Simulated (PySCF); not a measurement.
SMILES Cc1cccc(C)c1 (C8H10) (GFN2-xTB optimised geometry):

```
18

C     -1.910    -1.901     0.017
C     -1.140    -0.615     0.000
C     -1.808     0.605     0.001
C     -1.098     1.790     0.002
C      0.286     1.775     0.001
C      0.974     0.570     0.000
C      2.473     0.534     0.016
C      0.247    -0.615     0.000
H     -1.286    -2.734    -0.298
H     -2.776    -1.840    -0.639
H     -2.269    -2.107     1.026
H     -2.888     0.621    -0.001
H     -1.625     2.734     0.000
H      0.836     2.706    -0.001
H      2.830     0.300     1.020
H      2.848    -0.234    -0.658
H      2.888     1.495    -0.277
H      0.777    -1.557    -0.002
```

Method: CAM-B3LYP/def2-SVP (PySCF).

**Question.** What are the frontier orbital energies and the dipole moment?

**Answer.** HOMO-2 -10.77 eV, HOMO-1 -8.15 eV, HOMO -7.89 eV, LUMO 1.26 eV, LUMO+1 1.37 eV; dipole moment 0.37 D.

Meta-Löwdin charges at CAM-B3LYP/def2-SVP: C1 -0.29, C2 0.03, C3 -0.13, C4 -0.10, C5 -0.13, C6 0.03, C7 -0.29, C8 -0.13, H9 0.10, H10 0.10, H11 0.11, H12 0.10, H13 0.10, H14 0.10, H15 0.11, H16 0.10, H17 0.10, H18 0.09.
